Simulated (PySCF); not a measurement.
Geometry:
| atom | x (Å) | y (Å) | z (Å) |
| --- | --- | --- | --- |
| O1 | -1.954 | 2.436 | 0.009 |
| C2 | -0.863 | 1.951 | 0.077 |
| C3 | 0.367 | 1.988 | -0.807 |
| C4 | 1.063 | 1.019 | 0.174 |
| C5 | 0.704 | -0.424 | -0.104 |
| Si6 | 1.478 | -1.685 | -1.247 |
| C7 | -0.389 | -0.397 | 0.689 |
| Si8 | -1.788 | -1.573 | 1.101 |
| C9 | -0.184 | 1.052 | 1.091 |
| H10 | 0.242 | 1.638 | -1.829 |
| H11 | 0.804 | 2.986 | -0.825 |
| H12 | 2.067 | 1.268 | 0.506 |
| H13 | 2.618 | -2.311 | -0.571 |
| H14 | 1.955 | -0.979 | -2.440 |
| H15 | 0.472 | -2.684 | -1.605 |
| H16 | -2.747 | -1.592 | -0.004 |
| H17 | -1.214 | -2.905 | 1.304 |
| H18 | -2.427 | -1.099 | 2.329 |
| H19 | -0.214 | 1.319 | 2.142 |

- shielding tensors at PBE0/pcSseg-1 (GIAO)
- structure optimised with GFN2-xTB
- code: PySCF 2.14
- gas phase, non-relativistic, a single conformation, fast rotation and ring inversion assumed for equivalent nuclei

δ = σ(ref) − σ, references computed at the same level: $^{13}$C and $^{1}$H and $^{29}$Si vs TMS; H2O for $^{17}$O.

| atoms | nucleus | count | Hirshfeld charge | δ (ppm) |
| --- | --- | --- | --- | --- |
| Si8 | $^{29}$Si | 1 | 0.31 | -89.2 |
| C2 | $^{13}$C | 1 | 0.16 | 210.7 |
| C4 | $^{13}$C | 1 | -0.03 | 39.6 |
| H12 | $^{1}$H | 1 | 0.05 | 3.36 |
| O1 | $^{17}$O | 1 | -0.24 | 671.3 |
| Si6 | $^{29}$Si | 1 | 0.31 | -90.8 |
| C7 | $^{13}$C | 1 | -0.08 | ? |
| H13/H14/H15 | $^{1}$H | 3 | -0.07 | ? |
| H19 | $^{1}$H | 1 | 0.05 | ? |
| H10 | $^{1}$H | 1 | 0.05 | ? |
| C3 | $^{13}$C | 1 | -0.08 | 45.4 |
| C5 | $^{13}$C | 1 | -0.09 | ? |
| C9 | $^{13}$C | 1 | -0.05 | 78.2 |
| H16/H17/H18 | $^{1}$H | 3 | -0.07 | 4.18 |
| H11 | $^{1}$H | 1 | 0.06 | 2.86 |

Fill in the missing shifts.

Answers


- C5: 182.3 ppm, fully substituted alkene carbon
- C7: 170.9 ppm, fully substituted alkene carbon
- H19: 4.29 ppm, hydrogen on an sp3 CH α to a carbonyl
- H13/H14/H15: 4.15 ppm, hydrogen on a silicon bonded to C
- H10: 2.82 ppm, hydrogen on an sp3 CH2 α to a carbonyl; α to C=O

Shifts are as computed. Against solution values, carbons near 30 ppm lie about +3 ppm off and those near 130 ppm about +5 ppm. Of 1309 compounds with measured shifts, 239 miss one by over three times the rms of a fit or turn the order of signals round; such compounds aren't used in these exercises. Unscaled 17O shifts of doubly bonded oxygen tend to come out too high, by tens of ppm or more. Experimental scales use liquid or dissolved standards, which lie at an offset from isolated H2O (liquid H2O: subtract about 36 ppm).
